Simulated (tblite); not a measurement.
Compound: C4H10BFS.
Numbering: `[CH3:1][S:2][C@H:3]([CH3:4])[CH2:5][BH:6][F:7]` (hydrogens: H8, H9, H10 on C1; H11 on C3; H12, H13, H14 on C4; H15, H16 on C5; H17 on B6)

Computed with GFN2-xTB (tblite), gas phase: L-BFGS steps from a force-field or distance-geometry start until the largest atomic force falls under 0.01 eV/Å.

Step 9: E = -623.3952 eV
```
atom  x, y, z in Å  |  force x, y, z in eV/Å
C1      2.2317   -0.8467    0.1345    0.015   0.018  -0.042
S2      1.5379   -0.0128   -1.3292    0.180  -0.024  -0.083
C3     -0.1416    0.4996   -0.7837   -0.106  -0.041   0.114
C4     -0.0485    1.6368    0.2349   -0.047  -0.060  -0.010
C5     -0.8975   -0.7411   -0.2946   -0.095   0.033   0.122
B6     -2.2445   -0.5653    0.5221    0.159  -0.077   0.064
F7     -3.0297    0.4651    0.3363   -0.106   0.131  -0.030
H8      2.0935   -0.2510    1.0307   -0.034   0.100  -0.049
H9      1.7853   -1.8298    0.2597    0.056  -0.014  -0.033
H10     3.2911   -0.9526   -0.0758    0.001  -0.007   0.009
H11    -0.5806    0.8741   -1.7131    0.027  -0.003   0.064
H12     0.8731    2.1996    0.0885   -0.052  -0.029   0.008
H13    -0.8811    2.3268    0.1198   -0.057  -0.066  -0.020
H14    -0.0764    1.2560    1.2537    0.093  -0.052   0.012
H15    -0.2202   -1.3242    0.3338   -0.064  -0.048  -0.063
H16    -1.1210   -1.3683   -1.1685    0.073   0.014   0.108
H17    -2.5784   -1.3541    1.3397   -0.042   0.126  -0.171
```

Step 10: E = -623.4003 eV
```
atom  x, y, z in Å  |  force x, y, z in eV/Å
C1      2.2338   -0.8456    0.1335   -0.008   0.036  -0.069
S2      1.5415   -0.0154   -1.3316    0.082   0.004  -0.054
C3     -0.1431    0.4969   -0.7808    0.017  -0.057   0.052
C4     -0.0480    1.6345    0.2364   -0.048  -0.072  -0.016
C5     -0.9001   -0.7445   -0.2900   -0.008   0.086   0.057
B6     -2.2436   -0.5622    0.5285    0.077  -0.013  -0.051
F7     -3.0309    0.4677    0.3345   -0.046   0.085  -0.008
H8      2.0895   -0.2443    1.0252   -0.013   0.067  -0.044
H9      1.7843   -1.8276    0.2543    0.071  -0.019  -0.003
H10     3.2927   -0.9504   -0.0776    0.014  -0.015   0.034
H11    -0.5707    0.8744   -1.7155   -0.017  -0.032   0.115
H12     0.8699    2.2030    0.0929   -0.029  -0.035  -0.031
H13    -0.8830    2.3195    0.1190   -0.084  -0.038  -0.002
H14    -0.0710    1.2555    1.2550    0.069  -0.068   0.040
H15    -0.2217   -1.3290    0.3372   -0.076  -0.029  -0.073
H16    -1.1193   -1.3690   -1.1678    0.045   0.019   0.147
H17    -2.5874   -1.3514    1.3358   -0.046   0.080  -0.094
```

Step 11: E = -623.4039 eV
```
atom  x, y, z in Å  |  force x, y, z in eV/Å
C1      2.2351   -0.8443    0.1317   -0.008   0.036  -0.064
S2      1.5455   -0.0169   -1.3344   -0.014   0.025  -0.024
C3     -0.1437    0.4943   -0.7780    0.112  -0.046  -0.003
C4     -0.0485    1.6320    0.2373   -0.032  -0.056   0.002
C5     -0.9020   -0.7452   -0.2860    0.065   0.089   0.001
B6     -2.2424   -0.5598    0.5314   -0.020   0.071  -0.112
F7     -3.0319    0.4704    0.3333    0.010   0.041   0.003
H8      2.0868   -0.2389    1.0208   -0.001   0.038  -0.050
H9      1.7853   -1.8265    0.2509    0.073  -0.011   0.013
H10     3.2939   -0.9493   -0.0780    0.025  -0.014   0.046
H11    -0.5648    0.8738   -1.7146   -0.049  -0.045   0.121
H12     0.8671    2.2042    0.0951   -0.023  -0.036  -0.054
H13    -0.8858    2.3140    0.1185   -0.083  -0.038   0.016
H14    -0.0661    1.2539    1.2564    0.046  -0.068   0.044
H15    -0.2242   -1.3327    0.3378   -0.059  -0.025  -0.043
H16    -1.1174   -1.3691   -1.1645    0.010   0.010   0.134
H17    -2.5939   -1.3480    1.3313   -0.052   0.030  -0.032
```

**Question.** Estimate the geometry and energy of step 12. (The exact step hangs on the optimiser's Hessian estimate; all steps are aligned on step 11, rigid shifts and turns removed.)

**Answer.** E = -623.4078 eV, largest force 0.222 eV/Å
```
atom  x, y, z in Å  |  force x, y, z in eV/Å
C1      2.2363   -0.8421    0.1287    0.005   0.024  -0.040
S2      1.5497   -0.0180   -1.3382   -0.091   0.038   0.000
C3     -0.1420    0.4907   -0.7749    0.170  -0.012  -0.045
C4     -0.0496    1.6284    0.2386   -0.002  -0.024   0.032
C5     -0.9030   -0.7441   -0.2816    0.116   0.057  -0.040
B6     -2.2414   -0.5562    0.5324   -0.113   0.136  -0.134
F7     -3.0328    0.4742    0.3321    0.055   0.015   0.004
H8      2.0839   -0.2324    1.0148    0.009   0.008  -0.058
H9      1.7878   -1.8255    0.2475    0.067   0.004   0.025
H10     3.2956   -0.9483   -0.0775    0.035  -0.006   0.051
H11    -0.5595    0.8722   -1.7113   -0.081  -0.046   0.096
H12     0.8635    2.2048    0.0962   -0.024  -0.031  -0.069
H13    -0.8904    2.3071    0.1184   -0.062  -0.057   0.040
H14    -0.0601    1.2509    1.2585    0.020  -0.058   0.031
H15    -0.2279   -1.3371    0.3377   -0.020  -0.025   0.015
H16    -1.1153   -1.3690   -1.1582   -0.034  -0.009   0.081
H17    -2.6019   -1.3434    1.3258   -0.051  -0.013   0.011
```

The energy changes by -0.0039 eV. The first-order estimate −F·Δx gives -0.0052 eV and the mean of the old and new forces, exact on a quadratic surface, -0.0039 eV. The step makes an angle of 56° with the force vector and moves no atom by more than 0.011 Å.

What follows is the cost of the whole relaxation. Time: 1.0 s wall. Hardware: one thread of an Arm Neoverse N1, shared host.
